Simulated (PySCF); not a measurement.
# Telling isomers of C$_{5}$H$_{2}$ClFO$_{2}$ apart by NMR

- NMR shieldings at PBE0/pcSseg-1/GIAO
- geometry from GFN2-xTB
- run in PySCF 2.14.0 with density-fitted response routines
- single conformer, equivalent nuclei averaged, no solvent, non-relativistic Hamiltonian

δ = σ(ref) − σ, references computed at the same level: 1H, 13C vs TMS. Splittings of carbon signals by F and P are missing where no couplings were computed. Where no couplings were computed, multiplicities follow the n + 1 count of equivalent neighbours, and m marks all less simple cases (inequivalent or close neighbours, rings, F or P nearby). Shifts are as computed. Against solution values, carbons near 30 ppm lie about +3 ppm off and those near 130 ppm about +5 ppm; carbons on Cl a further +6 ppm (rms about the fit 2.1 ppm; single classes can miss by 10 ppm). Of 1328 compounds with measured shifts, 309 miss one by over three times the rms of a fit or turn the order of signals round; such compounds aren't used in these exercises. Signals without a measured value on file couldn't be tested in this way; 1H shifts scatter by 0.2 ppm about their fit, and single ones miss by 0.5 ppm. Carbons bonded to Cl come out too deshielded.

(1) Tabulate the signals of `O=C(Cl)c1ccc(F)o1`, `O=C(F)c1occc1Cl` and their relative energies.

(2) What is the quickest way to tell O=C(Cl)c1ccc(F)o1 from O=C(F)c1occc1Cl?

## Answers

(1) 
```json
{"SMILES": "O=C(Cl)c1ccc(F)o1", "carbon types": "3×C 2×CH", "δC": "170.2, 162.9, 141.3, 132.0, 96.5", "δH": "7.72 (m, 1H), 6.09 (m, 1H)", "E rel. (kcal/mol)": "4.4"}
{"SMILES": "O=C(F)c1occc1Cl", "carbon types": "3×C 2×CH", "δC": "154.9, 152.2, 147.5, 142.0, 122.8", "δH": "7.63 (m, 1H), 6.81 (m, 1H)", "E rel. (kcal/mol)": "0.0"}
```

Energies are electronic energies at PBE0/pcSseg-1 on these geometries, without zero-point or thermal terms, each for the one conformer computed, which needn't be the lowest.

(2) Both give the same number of carbon signals, with the same numbers of each carbon type, so the positions decide. The first has an aromatic CH at 96.5 ppm, the second an aromatic CH next to the ring oxygen at 152.2 ppm. Their most deshielded carbons lie at 170.2 and 154.9 ppm.
